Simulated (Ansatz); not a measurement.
Geometry optimisation, UKS B3LYP-D4/def2-SVP in Ansatz 0.2.0.

Input file:

```yaml
crystal:
  periodic: [false, false, false]
  atoms:
    - { symbol: Ti, position_ang: [0.0, 0.0, 0.0] }
    - { symbol: F, position_ang: [0.0, 0.0, 2.08] }
    - { symbol: F, position_ang: [1.7257, 0.0, -0.6094] }
    - { symbol: F, position_ang: [-0.8619, 1.4933, -0.6094] }
    - { symbol: F, position_ang: [-0.8619, -1.4933, -0.6094] }
    - { symbol: O, position_ang: [0.0, 0.0, 3.61] }
    - { symbol: H, position_ang: [-0.5144, -0.8011, 3.9471] }
magnetization:
  spin_polarized: true
  initial_magnetization: 1
basis:
  gaussian: { orbitals: def2-SVP }
hamiltonian:
  xc: b3lyp
  dispersion: d4
relax:
  f_tol: 0.15
  max_steps: 25
  restrain:
    - { distance: [1, 5], at: 2.43, k: 30.0 }
    - { distance: [0, 1], at: 1.83, k: 30.0 }
```

Command:

```bash
$ ansatz run input.yaml --threads 4 --pin off --max-ram 5120MiB --backend cpu --events-out ev --progress --plain --runs-dir out
```

Question: Where does it end, and by what steps?

Answer: The forces met the threshold. The restraints hold the end off the free minimum. After 21 steps the energy has fallen by 3.640 eV (the restraints' own energy left out); F2 moved furthest, 1.80 Å. Parted: F2–O6. Joined: Ti1–O6.

```tsv
step	energy less start (eV)	largest force component (eV/Å)	accepted
0	0.0000	5.793	yes
1	-2.1870	5.389	yes
2	-3.0862	1.380	yes
3	-3.1373	1.445	yes
4	-3.1555	1.375	yes
5	-3.1591	1.624	no
6	-3.1632	1.401	yes
7	-3.1672	1.486	yes
8	-3.1687	1.523	yes
9	-3.1756	1.492	yes
10	-3.1831	1.515	yes
11	-3.1937	1.260	yes
12	-3.2266	1.210	yes
13	-3.2472	1.328	yes
14	-3.2798	1.202	yes
15	-3.2789	1.326	yes
16	-3.3729	1.157	yes
17	-3.4838	1.150	yes
18	-3.5788	0.905	yes
19	-3.6048	1.167	yes
20	-3.6403	0.726	yes
21	-3.6396	0.665	yes
```

```xyz
7
Properties=species:S:1:pos:R:3
Ti -0.061 -0.238 0.488
F -0.671 -1.573 1.533
F 1.661 -0.108 0.297
F -0.889 1.295 0.627
F -0.579 -0.786 -1.075
O 0.435 0.229 2.727
H -0.409 0.380 3.212
```

The run took 110 s on 4 threads of Arm Neoverse V2, with other jobs on the host, peak memory 0.41 GiB.
